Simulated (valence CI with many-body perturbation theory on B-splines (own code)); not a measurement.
# E1 line list for Rb²³⁺

Calculated by valence CI with perturbative core correlation (CI+MBPT): four valence electrons over a frozen Dirac-Fock core [Ne], radial functions for each j: 11 s, 11 p, 10 d, 8 f, 5 g, 2 h, with the one-electron correlation potential Σ1 (screened to all orders), the two-electron term Σ2, the three-electron term Σ3, Breit, model QED; selected single and double excitations, second order for the rest, scaled by the run's own slope (own B-spline code, finite nucleus).

No measured levels were compared; by estimate levels of excited configurations hold to 0.05 to 0.15 % of their energy, terms of the ground configuration to about 0.5 %. Among the levels kept, up to 740 cm⁻¹ of a level comes from second order outside the variational space, and about a tenth of that is noise between levels of different J, which matters for small intervals.

Lines 1 to 50 of 551 in falling wavelength, among levels below 286.71 eV, chosen from the strongest by gf and those to the six lowest levels. Wavelengths and rates use the calculated energies, so an error of 400 cm⁻¹ moves a line at 343.9 Å by 0.14 % and its rate by three times that or more. Electric multipoles are in the length gauge with retardation, E1 and E2 with the static RPA response of the core. Weak lines are less certain than strong ones. Lines between different terms over intervals too small for the method are left out, as are lines whose strength nearly cancels. Where a level lies close to another of its J and parity, the split of strength between their lines is uncertain. The highest levels of a list are the least certain.

Names give the largest LS component (configuration and term), which can be under half, so a name can repeat, a term be missing and a line seem to break the LS rules; names also repeat where a configuration has a term twice. Letters in brackets count levels of one name in rising energy.

| λ vac (Å) | Upper | Lower | A (s⁻¹) | S (a.u.) |
| --- | --- | --- | --- | --- |
| 343.9 | 3s.3p3 5S°_2 | 3s2.3p2 1D_2 | 1.48e+07 | 1.48e-03 |
| 305.1 | 3s.3p3 3D°_1 | 3s2.3p2 1S_0 | 2.48e+07 | 1.04e-03 |
| 260.2 | 3p3.3d 3G°_5 | 3s.3p2.3d 3F_4 [c] | 3.20e+09 | 3.07e-01 |
| 253.8 | 3s.3p3 5S°_2 | 3s2.3p2 3P_2 | 2.66e+08 | 1.07e-02 |
| 250.2 | 3s.3p3 3D°_1 | 3s2.3p2 1D_2 | 2.86e+08 | 6.63e-03 |
| 242.5 | 3s.3p3 3D°_2 | 3s2.3p2 1D_2 | 6.50e+07 | 2.29e-03 |
| 237.1 | 3s.3p3 5S°_2 | 3s2.3p2 3P_1 | 3.73e+08 | 1.23e-02 |
| 227.8 | 3p3.3d 3G°_4 | 3s.3p2.3d 3F_3 [c] | 2.20e+09 | 1.16e-01 |
| 225.7 | 3s.3p3 3D°_3 | 3s2.3p2 1D_2 | 1.25e+09 | 4.95e-02 |
| 224.1 | 3s.3p3 3P°_1 | 3s2.3p2 1S_0 | 3.59e+08 | 5.98e-03 |
| 223.4 | 3p3.3d 3F°_2 [a] | 3s.3p2.3d 3F_2 [b] | 4.06e+09 | 1.12e-01 |
| 219.7 | 3p3.3d 5D°_4 | 3s.3p2.3d 1G_4 | 1.51e+09 | 7.12e-02 |
| 203.6 | 3s.3p.3d2 5F°_3 | 3s.3p2.3d 3D_3 [d] | 2.26e+09 | 6.58e-02 |
| 199.9 | 3p3.3d 3F°_4 [b] | 3s.3p2.3d 3D_3 [e] | 3.01e+09 | 1.07e-01 |
| 198.8 | 3s.3p3 3D°_1 | 3s2.3p2 3P_2 | 7.34e+08 | 8.54e-03 |
| 198.8 | 3s.3p.3d2 3G°_5 | 3s2.3d2 3F_4 | 1.78e+09 | 7.59e-02 |
| 197.6 | 3p3.3d 3G°_4 | 3s.3p2.3d 3G_5 | 2.90e+09 | 9.94e-02 |
| 197.1 | 3p3.3d 3G°_3 | 3s.3p2.3d 3G_4 | 2.66e+09 | 7.04e-02 |
| 194.6 | 3s.3p3 1D°_2 | 3s2.3p2 1D_2 | 7.16e+08 | 1.30e-02 |
| 193.9 | 3s.3p3 3D°_2 | 3s2.3p2 3P_2 | 1.29e+08 | 2.32e-03 |
| 191.2 | 3p3.3d 3G°_5 | 3s.3p2.3d 3G_5 | 7.30e+09 | 2.77e-01 |
| 190.9 | 3s.3p.3d2 5D°_3 [c] | 3s.3p2.3d 1D_2 [b] | 3.32e+09 | 7.98e-02 |
| 188.7 | 3p3.3d 3G°_4 | 3s.3p2.3d 3D_3 [a] | 2.57e+09 | 7.67e-02 |
| 188.6 | 3p3.3d 3G°_3 | 3s.3p2.3d 3G_3 | 3.18e+09 | 7.38e-02 |
| 187.8 | 3p3.3d 3G°_3 | 3s.3p2.3d 3F_2 [b] | 2.84e+09 | 6.51e-02 |
| 187.2 | 3p3.3d 3F°_4 [b] | 3s.3p2.3d 3F_4 [c] | 5.87e+09 | 1.71e-01 |
| 186.4 | 3p3.3d 3G°_4 | 3s.3p2.3d 3G_4 | 3.07e+09 | 8.84e-02 |
| 185.2 | 3p3.3d 5D°_1 | 3s.3p2.3d 5P_1 | 6.86e+09 | 6.45e-02 |
| 184.0 | 3s.3p3 3D°_2 | 3s2.3p2 3P_1 | 4.64e+09 | 7.15e-02 |
| 183.7 | 3p4 3P_2 | 3s.3p3 3D°_3 | 9.23e+09 | 1.41e-01 |
| 183.0 | 3s.3p3 3D°_3 | 3s2.3p2 3P_2 | 2.52e+09 | 5.34e-02 |
| 181.4 | 3s.3p3 3S°_1 | 3s2.3p2 1S_0 | 1.31e+09 | 1.16e-02 |
| 181.2 | 3p3.3d 1D°_2 | 3s.3p2.3d 3F_3 [b] | 4.43e+09 | 6.50e-02 |
| 180.7 | 3p3.3d 3G°_5 | 3s.3p2.3d 3G_4 | 1.89e+09 | 6.05e-02 |
| 179.9 | 3p3.3d 1G°_4 | 3s.3p2.3d 3F_3 [b] | 6.24e+09 | 1.61e-01 |
| 178.8 | 3p3.3d 3P°_2 [a] | 3s.3p2.3d 3D_3 [b] | 4.86e+09 | 6.86e-02 |
| 178.1 | 3p3.3d 5D°_2 [a] | 3s.3p2.3d 5P_2 | 6.24e+09 | 8.70e-02 |
| 177.4 | 3p3.3d 1G°_4 | 3s.3p2.3d 1G_4 | 1.43e+10 | 3.54e-01 |
| 175.6 | 3s.3p2.3d 1G_4 | 3s2.3p.3d 3F°_4 | 2.77e+09 | 6.65e-02 |
| 175.5 | 3p3.3d 5D°_2 [a] | 3s.3p2.3d 5P_3 | 6.82e+09 | 9.11e-02 |
| 174.3 | 3p3.3d 1G°_4 | 3s.3p2.3d 3D_3 [a] | 5.08e+09 | 1.19e-01 |
| 173.7 | 3s.3p2.3d 3D_3 [c] | 3s2.3p.3d 3P°_2 [b] | 4.37e+09 | 7.91e-02 |
| 172.6 | 3p3.3d 5D°_3 | 3s.3p2.3d 3F_4 [a] | 8.17e+09 | 1.45e-01 |
| 172.4 | 3p3.3d 3F°_4 [a] | 3s.3p2.3d 3F_4 [a] | 7.60e+09 | 1.73e-01 |
| 171.7 | 3s.3p.3d2 1F°_3 | 3s.3p2.3d 3F_4 [b] | 3.67e+09 | 6.42e-02 |
| 171.7 | 3p3.3d 3F°_4 [b] | 3s.3p2.3d 3D_3 [c] | 6.07e+09 | 1.36e-01 |
| 171.6 | 3s.3p3 3P°_2 | 3s2.3p2 1D_2 | 3.79e+09 | 4.72e-02 |
| 171.4 | 3s.3p2.3d 3G_5 | 3s2.3p.3d 3F°_4 | 1.69e+10 | 4.61e-01 |
| 170.3 | 3s.3p2.3d 3F_3 [c] | 3s2.3p.3d 3D°_2 | 4.37e+09 | 7.46e-02 |
| 169.8 | 3p3.3d 5D°_4 | 3s.3p2.3d 3F_3 [a] | 3.49e+09 | 7.60e-02 |
